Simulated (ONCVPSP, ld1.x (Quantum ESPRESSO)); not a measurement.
## Hardness and transferability of assorted potentials

Generated with ld1.x 7.5 (TM, RRKJ, ultrasoft, PAW), atompaw 4.2 or ONCVPSP 4.0.1. The cutoff is in Ry: for ld1.x and atompaw files where the sum of valence levels is converged to 10 mRy in a Bessel basis, for ONCV files where the hardest occupied wave has 1 mHa per electron of residual kinetic energy. The error is the largest all-electron minus pseudo excitation energy over each file’s own four to seven test configurations (ionisations up to +4, promotions, holes and added fractions of an electron), all of which were solved. The labels leave out finer settings (local radius, basis sizes, second energies), which also bear on the numbers. Spin-polarised tests are not counted. The rows are a selection from randomly drawn settings: files with unsolved tests, undetermined cutoffs or missed reference levels are left out.

| element | potential | cutoff (Ry) | largest error (meV) | bound ghosts |
| --- | --- | --- | --- | --- |
| He | TM, PBE, non-relativistic, rc 0.80/0.65 (sp), local smoothed, core correction no, reference 1s2 | 90 | +24 | none |
| He | TM, PBE, scalar-relativistic, rc 0.75/0.65 (sp), local smoothed, core correction no, reference 1s2 | 100 | +17 | none |
| S | ONCV, PBE, scalar-relativistic, rc 0.80/0.65/0.85 (spd), local smoothed, core correction no, reference 2s2 2p6 3s2 3p4, qcut 17.8/23.6/11.3, projectors 2/2/1 | 397 | +220 | none |
| Sc | ONCV, LDA (Perdew-Zunger), scalar-relativistic, rc 1.70/1.85/2.15 (spd), local smoothed, core correction no, reference 3s2 3p6 3d1 4s1, qcut 8.3/5.9/7.6, projectors 3/2/1 | 40 | +142 | none |
| Co | ONCV, PBE, scalar-relativistic, rc 1.40/0.85/1.55/1.65 (spdf), local smoothed, core correction no, reference 3s2 3p6 3d7 4s1, qcut 9.6/9.6/9.7/7.7, projectors 2/2/2/1 | 78 | -411 | none |
| Sn | RRKJ, LDA (PZ), scalar-relativistic, rc 2.20/2.05 (sp), local s, core correction yes, reference 5s2 5p2 | 18 | -331 | none |
| Pt | ONCV, LDA (Perdew-Zunger), scalar-relativistic, rc 1.50/1.70/1.60 (spd), local smoothed, core correction yes, reference 5s2 5p6 5d9 6s1, qcut 8.8/10.1/5.2, projectors 3/2/2 | 70 | -149 | none |

Problem. Fill in the row for Sc: ONCV, PBEsol, scalar-relativistic, rc 2.15/1.80/1.40 (spd), local smoothed, core correction yes, reference 3s2 3p6 3d1 4s1.75 4p0.25, qcut 6.8/7.3/7, projectors 2/2/2.

Solution. cutoff 152 Ry, largest error -234 meV, bound ghosts: none.
